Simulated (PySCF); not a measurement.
A structure optimised at TPSSh-D3(BJ)/def2-SVP, used in a PySCF frequency run:

```
Ga
O 1 1.7851
H 2 0.9696 1 113.35
C 1 1.9490 2 122.63 3 -179.87
H 4 1.0992 1 109.99 2 -3.17
H 4 1.1003 5 109.63 1 120.85
H 4 1.1006 5 109.46 6 118.66
Cl 1 2.1725 2 114.12 3 0.07
```

Write its SMILES and formula.

[CH3][Ga]([OH])[Cl], CH4ClGaO

What are its rotational constants (standard atomic weights)?

5.4484, 2.7987, 1.8709 GHz
